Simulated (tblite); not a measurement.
Species: C₆H₉O (doublet state).
Numbering: `[CH2:1]=[CH:2][C@@H:3]([C:4]=[O:5])[CH2:6][CH3:7]` (hydrogens: H8, H9 on C1; H10 on C2; H11 on C3; H12, H13 on C6; H14, H15, H16 on C7)

The geometry is computed with GFN2-xTB (gas phase). This method treats the open shell by occupation alone, without spin polarisation.

Task: Give the optimised bond lengths and angles.

Result: 
| bond | length (Å) |
| --- | --- |
| C1=C2 | 1.324 |
| C2–C3 | 1.496 |
| C3–C4 | 1.498 |
| C4=O5 | 1.186 |
| C3–C6 | 1.536 |
| C6–C7 | 1.523 |
| C1–H8 | 1.076 |
| C1–H9 | 1.078 |
| C2–H10 | 1.082 |
| C3–H11 | 1.097 |
| C6–H12 | 1.091 |
| C6–H13 | 1.092 |
| C7–H14, C7–H15, C7–H16 | 1.087 |

Bonds in one row agree within 0.01 Å and their mean is given. A selection of angles:
| angle | degrees |
| --- | --- |
| C2–C1–H8 | 121.8 |
| C2–C1–H9 | 121.9 |
| H8–C1–H9 | 116.3 |
| C1–C2–C3 | 124.0 |
| C1–C2–H10 | 120.8 |
| C3–C2–H10 | 115.1 |
| C2–C3–C4 | 109.8 |
| C2–C3–C6 | 112.9 |
| C2–C3–H11 | 110.2 |
| C4–C3–C6 | 110.3 |
| C4–C3–H11 | 104.3 |
| C6–C3–H11 | 109.0 |
| C3–C4–O5 | 134.5 |
| C3–C6–C7 | 111.2 |
| C3–C6–H12 | 109.1 |
| C3–C6–H13 | 109.0 |
| C7–C6–H12 | 110.0 |
| C7–C6–H13 | 109.6 |
| H12–C6–H13 | 107.9 |
| C6–C7–H14 | 110.5 |
| C6–C7–H16 | 110.3 |
| H14–C7–H15 | 108.2 |
| H14–C7–H16 | 108.6 |

Torsions: C1–C2–C3–C4 101° (anticlinal); C2–C3–C4–O5 -15° (synperiplanar); C2–C3–C6–C7 65° (synclinal).

The 5 C–C bonds span 1.324 Å (C1=C2, drawn double) to 1.536 Å (C3–C6, drawn single), a spread of 0.212 Å. C2 (carbon bonded to 2 C and H) is planar (angles 124.0°, 120.8° and 115.1°, sum 359.9°, 0.02 Å off the plane of its three neighbours). C1 (carbon bonded to C and 2 H) is planar (angles 121.9°, 121.8° and 116.3°, sum 360.0°, 0.00 Å off the plane of its three neighbours). Of the pairs four or more bonds apart, C2···H14 is among the closest relative to their van der Waals radii: 2.71 Å, 94 % of the sum of Bondi's values.

Point group: C1 (no symmetry element, even within 0.4 Å). Its GFN2-xTB frequencies are all real (lowest 26 cm⁻¹).

Hardware: Arm Neoverse V2, one thread (shared host). Cost: 0.36 s of wall time. That covers the optimisation of the geometry.

One conformer stands for the species.
